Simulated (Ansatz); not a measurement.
`C#C[Si](F)(F)F`, relaxed with RKS PBE0-D4/def2-TZVP in Ansatz 0.2.0 from a PBE-D4/def2-SVP geometry. The force threshold is 0.005 eV/Å; the program also tests the step.

Total charge 0; spin multiplicity 1.

Start:

```xyz
7

C    -1.024   -1.210    1.219
C    -0.395   -0.468    0.471
Si    0.528    0.624   -0.629
F     0.995   -0.158   -1.960
F     1.848    1.195    0.100
F    -0.373    1.882   -1.082
H    -1.579   -1.865    1.879
```

| step | energy (eV) | largest force (eV/Å) | largest move (Å) |
| --- | --- | --- | --- |
| 1 | -18113.5330 | 1.598 | 0.000 |
| 2 | -18113.6370 | 0.801 | 0.036 |
| 3 | -18113.6711 | 0.060 | 0.025 |
| 4 | -18113.6714 | 0.051 | 0.002 |
| 5 | -18113.6714 | 0.019 | 0.003 |
| 6 | -18113.6714 | 0.004 | 0.001 |

End:

```xyz
7

C    -1.009   -1.192    1.201
C    -0.393   -0.464    0.467
Si    0.525    0.621   -0.625
F     0.978   -0.145   -1.919
F     1.809    1.174    0.089
F    -0.355    1.844   -1.064
H    -1.555   -1.838    1.852
```

It took 21 s on 4 threads of an Arm Neoverse V1 on a shared host, with 0.46 GiB of host memory at the peak.
